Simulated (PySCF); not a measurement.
## Two-component Hartree-Fock for Au²⁺ (gold, charge +2)

Start: [Xe] 4f14 5d8 6p1; 5d3/2 filled at m_j = -1/2, +1/2, +3/2; 5d5/2 filled at m_j = -3/2, -1/2, +1/2, +3/2, +5/2; 6p3/2 filled at m_j = +3/2. Calculated with PySCF 2.14 in x2c-TZVPall-2c (11s11p10d2f, 108 functions): generalised Hartree-Fock with the X2C-1e Hamiltonian and a Gaussian nucleus; spin-orbit coupling (SO) screened by Boettger's factors. This is a chosen level, not necessarily the ground level.

| spinor shell | electrons | ε, screened SO (eV) | weight of nominal j (screened SO) | rms radius, screened SO (bohr) |
| --- | --- | --- | --- | --- |
| 1s1/2 | 2 | -81173.2 | 1.000 | 0.0190 |
| 2s1/2 | 2 | -14493.0 | 1.000 | 0.0768 |
| 2p1/2 | 2 | -13875.6 | 1.000 | 0.0651 |
| 2p3/2 | 4 | -12034.4 | 1.000 | 0.0731 |
| 3s1/2 | 2 | -3509.6 | 1.000 | 0.196 |
| 3p1/2 | 2 | -3232.9 | 1.000 | 0.188 |
| 3p3/2 | 4 | -2820.5 | 1.000 | 0.204 |
| 3d3/2 | 4 | -2366.5 | 1.000 | 0.179 |
| 3d5/2 | 6 | -2278.2 | 1.000 | 0.183 |
| 4s1/2 | 2 | -819.78 | 1.000 | 0.433 |
| 4p1/2 | 2 | -700.73 | 1.000 | 0.438 |
| 4p3/2 | 4 | -600.44 | 1.000 | 0.471 |
| 4d3/2 | 4 | -405.38 | 1.000 | 0.485 |
| 4d5/2 | 6 | -385.86 | 1.000 | 0.497 |
| 5s1/2 | 2 | -154.71 | 1.000 | 0.994 |
| 4f5/2 | 6 | -133.02 | 0.998 | 0.544 |
| 4f7/2 | 8 | -129.09 | 0.999 | 0.545 |
| 5p1/2 | 2 | -114.65 | 0.996 | 1.08 |
| 5p3/2 | 4 | -95.636 | 0.998 | 1.17 |
| 5d5/2 | 5 | -38.310 | 0.736 | 1.56 |
| 5d3/2 | 3 | -39.729 | 0.871 | 1.52 |
| 6p3/2 | 1 | -18.658 | 1.000 | 3.36 |

```json
{"quantity": "E (hartree)", "screened SO": "-19025.44288"}
{"quantity": "M_J", "screened SO": "11/2"}
{"quantity": "⟨J²⟩", "screened SO": "35.770"}
{"quantity": "⟨L²⟩", "screened SO": "20.591"}
{"quantity": "⟨S²⟩", "screened SO": "3.798"}
```

Each row is a mean over spinors that exchange with the open shell spreads, by up to 7.517 eV (5p3/2).

Rows whose weight is well below 1 are mixtures of j = l ± 1/2: exchange outweighs spin-orbit coupling there, and the label is only the starting occupation.

Breit and QED terms are absent; they matter most for the inner s and p1/2 levels.

Densities and radii are taken from the X2C orbitals without a picture-change correction, which distorts them close to the nucleus.
